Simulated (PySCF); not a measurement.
## Calculated NMR data

- PBE0/pcSseg-1 with gauge-including orbitals
- coordinates at the GFN2-xTB level
- run in PySCF 2.14.0 with density-fitted response routines
- single conformer, no solvent model, no relativistic terms, rapidly exchanging positions averaged

References, each an isolated molecule treated in the same way: TMS for ¹H and ¹³C. Where no couplings were computed, multiplicities follow the n + 1 count of equivalent neighbours, and m marks all less simple cases (inequivalent or close neighbours, rings, F or P nearby). Shifts are as computed. Against solution values, carbons near 30 ppm lie about +3 ppm off and those near 130 ppm about +5 ppm. Of 1211 compounds with measured shifts, 218 miss one by over three times the rms of a fit or turn the order of signals round; such compounds aren't used in these exercises. OH and NH positions are gas-phase values without hydrogen bonding to other molecules.

**1.** `InChI=1S/C7H16Si/c1-5-6(2)7(3,4)8/h5H,1-4,8H3/b6-5+`. ¹H NMR (400 MHz, computed): δ 5.51 (q, 1H), 3.80 (s, 3H), 1.79 (s, 3H), 1.72 (d, 3H), 1.20 (s, 6H). ¹³C{¹H} NMR (computed): δ 152.5, 122.2, 32.4, 27.0, 18.7, 16.2.

**2.** `O=c1cccc(CO)cc1`, C$_{8}$H$_{8}$O$_{2}$. ¹H NMR (400 MHz, computed): δ 7.50 (m, 1H), 7.36 (m, 1H), 7.15 (d, 1H), 7.14 (d, 1H), 6.81 (d, 1H), 4.80 (s, 2H), 0.49 (br s, 1H). ¹³C{¹H} NMR (computed): δ 188.1, 157.0, 152.7, 151.9, 140.3, 138.1, 134.7, 71.1.

**3.** SMILES C#Cc1cnn([SiH](C)C)n1, C$_{6}$H$_{9}$N$_{3}$Si. ¹H NMR (400 MHz, computed): δ 7.95 (s, 1H), 5.67 (sept, 1H), 2.97 (s, 1H), 0.50 (d, 6H). ¹³C{¹H} NMR (computed): δ 146.5 (CH), 138.3 (C), 92.2 (CH), 79.3 (C), -0.8 (CH3).
